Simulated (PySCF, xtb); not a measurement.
ClGaH2S2, SMILES [SH][Ga]([SH])[Cl]. One conformer was computed; it need not be the lowest.

Harmonic wavenumbers (cm⁻¹) from GFN2-xTB in xtb at its own minimum, in rising order: 83, 99, 107, 122, 169, 304, 375, 394, 597, 624, 2366, 2376.

Task: What does PBE-D3(BJ)/def2-SVP (PySCF) give at its own minimum? (Estimate from the structure and the level; the computed values follow.)

Result: 106, 110, 124, 186, 253, 338, 429, 433, 667, 702, 2614, 2616. Paired by order, the mean absolute difference is 80 cm⁻¹ and the zero-point energies are 10.9 and 12.3 kcal/mol.
